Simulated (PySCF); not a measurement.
C2H7FOSi2.
Z-matrix (Å and degrees, PBE0-D3(BJ)/def2-SVP geometry), rows numbered from 1:
```
O 
Si  1  1.6636
C   2  1.9060  1  113.32
Si  3  1.8791  2   86.40  1    95.72
F   4  1.6372  3  108.35  2   -89.67
C   4  1.8791  3   90.90  2    19.99
H   1  0.9628  2  116.29  3   -49.49
H   2  1.4879  1  105.51  3  -130.01
H   3  1.1050  2  110.28  1  -153.50
H   3  1.0995  2  119.43  1   -26.84
H   4  1.4903  3  120.50  2   146.77
H   6  1.1052  2  110.17  1   153.79
H   6  1.0995  2  119.77  1    27.01
```

Level of theory: PBE0-D3(BJ)/def2-SVP geometry optimisation, gas phase in PySCF 2.14.0.

Masses are those of the commonest isotopes; rigid-rotor values at the optimised geometry. The values belong to one conformer with, in the numbering `[OH:1][Si@H:2]1[CH2:3][Si@@H:4]([F:5])[CH2:6]1`, H–O1–Si2–C3 -49°, O1–Si2–C3–Si4 96°, Si2–C3–Si4–F5 -90°, C3–Si4–C6–Si2 -20°, O1–Si2–C6–Si4 -96°.

(1) What are A, B and C (cm⁻¹)?

(2) Classify the top.

(3) Is it planar, by Δ = Ic − Ia − Ib?

(4) Give the other two planar moments, Paa and Pbb, and the rms extents of the mass along the axes.

(5) Give the coordinates in the principal-axis frame, origin at the centre of mass.

(6) List the rotational levels J(Ka,Kc) to J = 5 (K).

(7) Which types of transition are allowed, and where do some lines up to J = 5 fall?

(8) Estimate the classical rotational partition function at 25 K, 298.15 K and 500 K.

## Answers

(1) Ia = 142.33, Ib = 273.51, Ic = 298.62 u·Å²; 505379 MHz·u·Å²/I gives 3551, 1848 and 1692 MHz, that is A = 0.11844, B = 0.06163, C = 0.05645 cm⁻¹.

(2) An asymmetric top. Ray's parameter κ = (2B − A − C)/(A − C) = -0.833; −1 is the prolate and +1 the oblate limit.

(3) Not planar: Δ = Ic − Ia − Ib = -117.22 u·Å². For a rigid frame Δ = −2 Σ m c², so Σ m c² = 58.61 u·Å² lies off the ab plane: 15.58 from hydrogen and 43.03 from heavier atoms. The atom farthest from that plane is 2.26 Å away.

(4) Paa = Σ m a² = (Ib + Ic − Ia)/2 = 214.90 and Pbb = Σ m b² = (Ia + Ic − Ib)/2 = 83.72 u·Å². With the mass M = 122.00 u, the rms extents √(P/M) along a, b and c are 1.33, 0.83, 0.69 Å.

(5) The sense of each axis is arbitrary; atoms in the order of the calculation.
```tsv
atom	mass (u)	a (Å)	b (Å)	c (Å)
O1	15.995	-1.864	-1.194	-0.003
Si2	27.977	-1.303	0.373	-0.001
C3	12.000	0.010	0.703	1.341
Si4	27.977	1.288	0.380	0.002
F5	18.998	1.636	-1.220	-0.004
C6	12.000	0.012	0.712	-1.337
H7	1.008	-1.195	-1.886	0.004
H8	1.008	-2.519	1.230	0.000
H9	1.008	0.005	1.770	1.628
H10	1.008	0.010	0.095	2.257
H11	1.008	2.588	1.108	0.006
H12	1.008	0.007	1.782	-1.614
H13	1.008	0.019	0.113	-2.260
```

(6) Above 0(0,0), as E/k:
J = 1: 1(0,1) 0.170, 1(1,1) 0.252, 1(1,0) 0.259
J = 2: 2(0,2) 0.509, 2(1,2) 0.584, 2(1,1) 0.606, 2(2,1) 0.852, 2(2,0) 0.852
J = 3: 3(0,3) 1.017, 3(1,3) 1.082, 3(1,2) 1.127, 3(2,2) 1.361, 3(2,1) 1.364, 3(3,1) 1.789, 3(3,0) 1.789
J = 4: 4(0,4) 1.692, 4(1,4) 1.746, 4(1,3) 1.820, 4(2,3) 2.040, 4(2,2) 2.048, 4(3,2) 2.469, 4(3,1) 2.470, 4(4,1) 3.067, 4(4,0) 3.067
J = 5: 5(0,5) 2.532, 5(1,5) 2.575, 5(1,4) 2.686, 5(2,4) 2.889, 5(2,3) 2.905, 5(3,3) 3.320, 5(3,2) 3.321, 5(4,2) 3.917, 5(4,1) 3.917, 5(5,1) 4.686, 5(5,0) 4.686

(7) The dipole components are |μa| = 0.66 D, |μb| = 1.38 D, |μc| = 0.00 D; the mirror of this Cs structure is the ab plane, so μc vanishes by symmetry (the 0.01 D computed is a residue) and there are no c-type lines. Intensities carry the squares of the components, which stand as 0.23 : 1.00 (a : b). Some lines, for components of 0.1 D or more:

```
type  branch         J(Ka,Kc)    MHz  lower level (cm⁻¹)
   a       Q  3(1,2) ← 3(1,3)    932               0.752
   a       Q  5(1,4) ← 5(1,5)   2319               1.790
   b       Q  3(2,1) ← 3(1,2)   4933               0.783
   b       Q  2(2,0) ← 2(1,1)   5119               0.421
   b       R  2(0,2) ← 1(1,1)   5367               0.175
   b       R  4(2,2) ← 3(3,1)   5392               1.243
   b       Q  2(2,1) ← 2(1,2)   5575               0.406
   b       Q  3(2,2) ← 3(1,3)   5815               0.752
   b       R  2(1,2) ← 1(0,1)   8628               0.118
   b       Q  4(3,1) ← 4(2,2)   8790               1.423
   b       Q  3(3,0) ← 3(2,1)   8860               0.948
   b       Q  3(3,1) ← 3(2,2)   8910               0.946
   a       R  3(2,2) ← 2(2,1)  10620               0.592
   b       R  2(2,1) ← 1(1,0)  12345               0.180
   b       Q  5(4,2) ← 5(3,3)  12440               2.308
   b       R  5(1,4) ← 4(2,3)  13454               1.418
   b       R  4(1,4) ← 3(0,3)  15190               0.707
   b       Q  5(5,0) ← 5(4,1)  16006               2.723
   b       R  3(2,1) ← 2(1,2)  16246               0.406
   a       R  5(2,4) ← 4(2,3)  17678               1.418
   a       R  5(4,2) ← 4(4,1)  17723               2.132
   a       R  5(2,3) ← 4(2,2)  17869               1.423
   b       R  4(3,2) ← 3(2,1)  23039               0.948
   b       R  5(3,3) ← 4(2,2)  26519               1.423
   b       R  4(4,0) ← 3(3,1)  26628               1.243
```

(8) Point group Cs, symmetry number σ = 1; q = (√π/σ)·√((kT/h)³/(ABC)), k/h = 20836.6 MHz/K: 6320 at 25 K, 260000 at 298.15 K, 566000 at 500 K.

No PBE0-D3(BJ)/def2-SVP frequencies stand behind this structure, so it isn't proved a minimum. Constants of a rigid frame at the computed geometry: no zero-point averaging, no centrifugal distortion.
